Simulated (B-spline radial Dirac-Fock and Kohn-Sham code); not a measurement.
## Two-hole binding energies of Pt³¹⁺

System: the Pt³¹⁺ ion, 1s2 2s2 2p6 3s2 3p6 3d10 4s2 4p6 4d10 4f1.

Level of theory: multi-electron Dirac-Fock with separately optimised hole states, Breit and Lamb-shift corrections added in first order; a radial B-spline solver. U is the two-hole binding energy less the two single-hole energies, the effective repulsion of the holes after relaxation. Each two-hole energy is an average over J within one jj subconfiguration.

| holes | E(a) (eV) | E(b) (eV) | E(ab) (eV) | U (eV) |
| --- | --- | --- | --- | --- |
| 1s⁻¹ 3p1/2⁻¹ | 79560.6 | 4207.1 | 83943.6 | 175.9 |
| 1s⁻¹ 3p3/2⁻¹ | 79560.6 | 3823.2 | ? | ? |
| 1s⁻¹ 3d3/2⁻¹ | 79560.6 | 3377.8 | 83089.1 | 150.7 |
| 2s⁻² | 15066.2 | 15066.2 | 30415.5 | 283.1 |
| 2s⁻¹ 2p1/2⁻¹ | 15066.2 | 14449.9 | 29788.8 | 272.7 |
| 2p1/2⁻² | 14449.9 | 14449.9 | 29255.1 | 355.3 |
| 2s⁻¹ 2p3/2⁻¹ | 15066.2 | 12742.2 | 28063.0 | 254.6 |
| 2p1/2⁻¹ 2p3/2⁻¹ | 14449.9 | 12742.2 | 27496.5 | 304.4 |
| 2p3/2⁻² | 12742.2 | 12742.2 | 25776.9 | 292.5 |
| 2p1/2⁻¹ 3d5/2⁻¹ | 14449.9 | 3296.9 | 17892.8 | 146.1 |
| 2p3/2⁻¹ 3p1/2⁻¹ | 12742.2 | 4207.1 | 17094.5 | 145.2 |
| 2p3/2⁻¹ 3d3/2⁻¹ | 12742.2 | 3377.8 | 16269.0 | 149.0 |
| 2p3/2⁻¹ 3d5/2⁻¹ | 12742.2 | 3296.9 | 16180.7 | 141.6 |
| 3p3/2⁻² | 3823.2 | 3823.2 | 7750.1 | 103.7 |

Question: Give the missing two-hole energy and U.

Answer: E(ab) = 83538.0 eV and U = 154.1 eV.

Values without a named source are computed, but for edge energies of neutral atoms, which are taken from tables.
